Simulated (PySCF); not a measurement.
Structure with atom numbers: `[Cl:1][C:2]1=[CH:3][CH2:4][CH:5]=[CH:6][CH2:7]1`; H(Xn) means a hydrogen on atom n.

Geometry: GFN2-xTB; GIAO shifts from PySCF 2.14, gas phase, non-relativistic, averaged over equivalent atoms.

At PBE0/ANO-RCC-VDZP (137 basis functions, 27 s wall time on 1 thread of an Arm Neoverse V1, shared host):
```
atoms  δ (ppm)
   C2    138.6
   C6    126.9
   C5    125.9
   C3    125.7
   C7     35.7
   C4     30.8
H(C3)     6.04
H(C6)     5.95
H(C5)     5.92
H(C7)     3.03
H(C4)     2.96
```

References, each an isolated molecule treated in the same way: 13C (σ = 190.39 ppm) and 1H (σ = 31.76 ppm) against TMS.

Q: Predict the values at BP86/pcSseg-1 on the same geometry.

A: 
```json
{"atoms": "C2", "δ at BP86/pcSseg-1": "142.2", "change": "+3.6"}
{"atoms": "C6", "δ at BP86/pcSseg-1": "129.6", "change": "+2.7"}
{"atoms": "C5", "δ at BP86/pcSseg-1": "128.6", "change": "+2.7"}
{"atoms": "C3", "δ at BP86/pcSseg-1": "126.4", "change": "+0.7"}
{"atoms": "C7", "δ at BP86/pcSseg-1": "39.7", "change": "+4.0"}
{"atoms": "C4", "δ at BP86/pcSseg-1": "36.1", "change": "+5.3"}
{"atoms": "H(C3)", "δ at BP86/pcSseg-1": "5.94", "change": "-0.10"}
{"atoms": "H(C6)", "δ at BP86/pcSseg-1": "5.84", "change": "-0.11"}
{"atoms": "H(C5)", "δ at BP86/pcSseg-1": "5.87", "change": "-0.05"}
{"atoms": "H(C7)", "δ at BP86/pcSseg-1": "3.13", "change": "+0.10"}
{"atoms": "H(C4)", "δ at BP86/pcSseg-1": "3.23", "change": "+0.27"}
```

δ = σ(ref) − σ, references computed at the same level: TMS for 13C (σ = 182.31 ppm), 1H (σ = 31.71 ppm).

The largest change is at C4 (allylic sp3 CH2). Cost: 161 basis functions, 29 s wall time on 1 thread of an Arm Neoverse V1, shared host. The order of the carbon signals is the same at both levels.

Carbons that carry Cl, above all several Cl atoms, come out too deshielded, partly because spin–orbit coupling is missing.
